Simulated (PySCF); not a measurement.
Compound: C11H12.
Atom-mapped SMILES: `[CH2:1]=[CH:2][C:3]1=[CH:4][C@@H:5]2[C:6]([C:7](=[CH2:8])[CH3:9])=[CH:10][C@H:11]12`

NICS = −σ at a ghost point: NICS(0) at the centroid of the ring atoms, NICS(1) 1 Å to either side along the normal of their mean plane, zz for the tensor component along that normal. Level: GIAO CAM-B3LYP/pcSseg-1 (PySCF, non-relativistic, gas phase) on the PBE0-D3(BJ)/def2-SVP geometry, one conformer.

Ring bond lengths (Å): C3–C4 1.351, C4–C5 1.515, C5–C11 1.561, C11–C3 1.528; C5–C6 1.527, C6–C10 1.352, C10–C11 1.515, C11–C5 1.561.

Problem. Give the NICS values of each ring in ppm.

Solution. 
| ring | type | NICS(0) | NICS(1), two faces | NICS(1)zz, two faces | rms pucker (Å) | centre to ring atoms, mean (Å) |
| --- | --- | --- | --- | --- | --- | --- |
| C3–C4–C5–C11 | 4-membered carbocycle; formal bonds 1 double, 3 single | -2.7 | -2.9 / -3.2 | -1.9 / -3.8 | 0.00 | 1.05 |
| C5–C6–C10–C11 | 4-membered carbocycle; formal bonds 1 double, 3 single | -2.7 | -3.2 / -2.9 | -3.3 / -1.4 | 0.00 | 1.05 |

Problem. What do they say, and how far can they be read as aromaticity?

Solution. 
- C3–C4–C5–C11: mean NICS(1)zz -2.8 ppm, near zero. C5, C11 have four or more neighbours; no verdict on aromaticity is drawn.
- C5–C6–C10–C11: mean NICS(1)zz -2.4 ppm, near zero. C5, C11 have four or more neighbours, and the NICS criterion for π rings isn't applied.

Problem. What is the mean of the two in-plane components of NICS at the second NICS(1) probe listed for ring C3–C4–C5–C11, 1 Å off the ring?

Solution. The isotropic value is a third of the trace: (3 × -3.2 − (-3.8))/2 = -2.9 ppm.

Problem. What are the shieldings of the ring atoms and their hydrogens in the same run (means over atoms taken as equivalent)?

Solution. 
```json
{"atoms": "C3", "environment": "fully substituted alkene carbon", "σ isotropic (ppm)": "14.7"}
{"atoms": "C4", "environment": "alkene CH carbon", "σ isotropic (ppm)": "35.4"}
{"atoms": "C5", "environment": "sp3 carbon at a ring junction", "σ isotropic (ppm)": "136.7"}
{"atoms": "C6", "environment": "fully substituted alkene carbon", "σ isotropic (ppm)": "12.5"}
{"atoms": "C10", "environment": "alkene CH carbon", "σ isotropic (ppm)": "38.9"}
{"atoms": "C11", "environment": "sp3 carbon at a ring junction", "σ isotropic (ppm)": "138.7"}
{"atoms": "H on C4", "environment": "vinylic hydrogen", "σ isotropic (ppm)": "24.74"}
{"atoms": "H on C5", "environment": "methine hydrogen", "σ isotropic (ppm)": "27.77"}
{"atoms": "H on C10", "environment": "vinylic hydrogen", "σ isotropic (ppm)": "24.77"}
{"atoms": "H on C11", "environment": "methine hydrogen", "σ isotropic (ppm)": "27.81"}
```

Problem. How do the values depend on the level or the medium?

Solution. 
| level | NICS(0), C3–C4–C5–C11 | mean NICS(1)zz, C3–C4–C5–C11 | NICS(0), C5–C6–C10–C11 | mean NICS(1)zz, C5–C6–C10–C11 |
| --- | --- | --- | --- | --- |
| CAM-B3LYP/pcSseg-1, gas | -2.7 | -2.8 | -2.7 | -2.4 |
| PBE0/pcSseg-1, gas | -3.0 | -3.0 | -3.1 | -2.5 |

The geometry is the same throughout.

Time: 87 s wall, 3.2 min CPU; peak memory 2.1 GiB. Hardware: Intel Xeon Platinum 8488C, 2 threads, on a shared host. This is the whole shielding run at CAM-B3LYP/pcSseg-1, SCF included.

The values belong to the conformer `[CH2:1]=[CH:2][C:3]1=[CH:4][C@@H:5]2[C:6]([C:7](=[CH2:8])[CH3:9])=[CH:10][C@H:11]12`: C1–C2–C3–C4 177°, C5–C6–C7–C8 2°.
